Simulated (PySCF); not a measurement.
A structure optimised at PBE-D3(BJ)/def2-TZVP, used in a PySCF frequency run:

```xyz
5

In     0.3079     0.0027     0.0000
O     -0.7318     1.7594     0.0000
H     -1.6808     1.5274     0.0000
O     -0.8958    -1.6562     0.0000
H     -0.3852    -2.4852     0.0000
```
Charge 0, spin multiplicity 2.

### Question
Write its SMILES, formula and point group.

### Answer
[OH][In][OH], H₂InO₂, Cs

### Question
What are its rotational constants (standard atomic weights)?

### Answer
14.480, 4.9540, 3.6912 GHz
